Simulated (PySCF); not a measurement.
Breaking a bond: BN, triplet.

Levels of theory: UKS-BLYP = unrestricted BLYP/6-31G run with PySCF; ROHF/6-31G (PySCF); UKS-BHandHLYP = unrestricted BHandHLYP/6-31G (PySCF); UCCSD(T) = CCSD(T) on UHF/6-31G, 2 core orbitals frozen run with PySCF; UKS-LDA (SVWN5) = unrestricted LDA (SVWN5)/6-31G (PySCF).

Energies are in eV, each relative to the lowest point of its own curve near equilibrium.

```json
[
 {"R / Å": "1.05", "UKS-BLYP": "3.934", "ROHF": "3.791", "UKS-BHandHLYP": "3.478", "UCCSD(T)": "3.862", "UKS-LDA (SVWN5)": "3.699"},
 {"R / Å": "1.13", "UKS-BLYP": "2.182", "ROHF": "1.514", "UKS-BHandHLYP": "1.655", "UCCSD(T)": "2.144", "UKS-LDA (SVWN5)": "1.982"},
 {"R / Å": "1.20", "UKS-BLYP": "0.855", "ROHF": "0.480", "UKS-BHandHLYP": "0.584", "UCCSD(T)": "0.906", "UKS-LDA (SVWN5)": "0.772"},
 {"R / Å": "1.25", "UKS-BLYP": "0.367", "ROHF": "0.123", "UKS-BHandHLYP": "0.190", "UCCSD(T)": "0.397", "UKS-LDA (SVWN5)": "0.307"},
 {"R / Å": "1.27", "UKS-BLYP": "0.237", "ROHF": "0.049", "UKS-BHandHLYP": "0.098", "UCCSD(T)": "0.261", "UKS-LDA (SVWN5)": "0.187"},
 {"R / Å": "1.32", "UKS-BLYP": "0.044", "ROHF": "0.000", "UKS-BHandHLYP": "0.000", "UCCSD(T)": "0.054", "UKS-LDA (SVWN5)": "0.019"},
 {"R / Å": "1.37", "UKS-BLYP": "0.000", "ROHF": "0.105", "UKS-BHandHLYP": "0.048", "UCCSD(T)": "0.000", "UKS-LDA (SVWN5)": "0.000"},
 {"R / Å": "1.41", "UKS-BLYP": "0.045", "ROHF": "0.270", "UKS-BHandHLYP": "0.162", "UCCSD(T)": "0.039", "UKS-LDA (SVWN5)": "0.066"}
]
```

At the longest distance, 1.41 Å, ROHF lies highest above its minimum (0.270 eV) and UCCSD(T) lowest (0.039 eV).

The scan ran from 1.05 to 5.21 Å; beyond the distances shown one of the unrestricted levels run for this scan, shown here or not, changes its spin distribution in one step. The unrestricted determinant behind UCCSD(T) is spin-contaminated at 1.37 to 1.41 Å (<S²> up to 2.2, against 2.00 for a pure triplet).
